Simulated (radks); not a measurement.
Problem. These are the eigenvalues of the occupied orbitals of an atom or ion with whole-number occupations (Ry). Calculated with a radial shooting solver on a logarithmic mesh with Libxc functionals: scalar-relativistic Kohn-Sham, PBE, spin-polarised, spherical densities, finite nucleus; Fermi nuclear charge, rms radius of each element as measured or else 0.836 A^(1/3) + 0.57 fm.

orbital  eigenvalue
1s up     -2132.964
1s down   -2132.962
2s up     -322.5030
2s down   -322.5027
2p up     -289.5813
2p down   -289.5803
3s up     -62.70802
3s down   -62.70688
3p up     -51.94825
3p down   -51.94694
3d up     -35.38245
3d down   -35.38129
4s up     -10.42926
4s down   -10.42657
4p up      -7.17925
4p down    -7.17619
4d up      -2.48641
4d down    -2.47809
5s up      -1.33396
5s down    -1.27824
5p up      -0.78046

Which element is it, and in what charge state? The configuration may be excited. Open shells, if any, are filled with parallel spins first.

Solution. Z = 50, tin, charge +1: Sn+ in [Kr] 4d10 5s2 5p1. The list shows which subshells hold electrons but not how many an open one holds; the 1s level, -1066.5 hartree, gives Z - s = 46.2 by -(Z - s)^2/2, which with screening and relativity narrows Z to a few neighbours, and the depths of the outer levels then fix element, charge and occupations together.
